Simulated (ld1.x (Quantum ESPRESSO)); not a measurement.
Results of a calculation; reference values are marked as such.
## Pseudopotentials across the periodic table

Generated with ld1.x 7.5 (TM, RRKJ, ultrasoft, PAW), atompaw 4.2 or ONCVPSP 4.0.1. The cutoff is in Ry: for ld1.x and atompaw files where the sum of valence levels is converged to 10 mRy in a Bessel basis, for ONCV files where the hardest occupied wave has 1 mHa per electron of residual kinetic energy. The error is the largest all-electron minus pseudo excitation energy over each file’s own four to seven test configurations (ionisations up to +4, promotions, holes and added fractions of an electron), all of which were solved. The labels leave out finer settings (local radius, basis sizes, second energies), which also bear on the numbers. Spin-polarised tests are not counted. The rows are a selection from randomly drawn settings: files with unsolved tests, undetermined cutoffs or missed reference levels are left out.

A true bound ghost makes a file unfit for plane-wave use even where its test errors are small: the radial tests pick states by their node count and pass the ghost by.

| element | potential | cutoff (Ry) | largest error (meV) | bound ghosts |
| --- | --- | --- | --- | --- |
| O | ultrasoft, PBE, non-relativistic, rc 0.95/1.10 (sp), local smoothed, core correction no, reference 2s2 2p4 | 55 | +569 | none |
| O | TM, LDA (PZ), fully relativistic, rc 0.85/1.30 (sp), local s, core correction yes, reference 2s1.75 2p4.25 | 80 | +544 | none |
| Cl | RRKJ, PBE, non-relativistic, rc 1.20/1.00 (sp), local s, core correction no, reference 3s2 3p3 | 120 | +75 | none |
| V | PAW, revPBE, scalar-relativistic, rc 1.55/1.45/1.35 (spd), local smoothed, core correction yes, reference 3s2 3p6 3d4 4s1 4p0 | 55 | -15 | none |
| As | PAW, PBE, scalar-relativistic, rc 1.50/2.25/1.15 (spd), local smoothed, core correction yes, reference 3d10 4s2 4p3 | 120 | +31 | s |
| Cd | PAW, revPBE, scalar-relativistic, rc 2.50/3.05/2.15 (spd), local smoothed, core correction yes, reference 5s1.5 5p0.5 | 6 | -186 | d |

Question: Fill in the row for Cu: TM semilocal, PBE, scalar-relativistic, rc 1.20/1.05/1.20 (spd), local d, core correction no, reference 3s2 3p6 3d9 4s0 4p0.

Answer: cutoff 180 Ry, largest error +1503 meV, bound ghosts: none.
